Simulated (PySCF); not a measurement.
Cl₃Ga, SMILES [Cl][Ga]([Cl])[Cl] (connectivity only; charge and spin as stated), charge +1, multiplicity 2.

Geometry optimised at B3LYP-D3(BJ)/def2-SVP. The spin state was assumed, not searched. The isomer is the one that the SMILES or the coordinates give; other isomers of the formula were not compared.

Method: PBE/def2-TZVPD (PySCF).

Gas-phase values at a fixed geometry.

```yaml
total_energy: -3304.41210 hartree
point_group: C2v
"α spin, highest occupied and lowest empty level": -13.65 and -9.26 eV
"β spin, highest occupied and lowest empty level": -13.64 and -13.08 eV
dipole_moment_about_the_centre_of_nuclear_charge: 0.85 D
mean_static_polarisability: 70.9 bohr³ (10.51 Å³)
polarisability_principal_values: 44.4, 83.9, 84.5 bohr³
"⟨S²⟩": 0.753 (pure state 0.75)
```
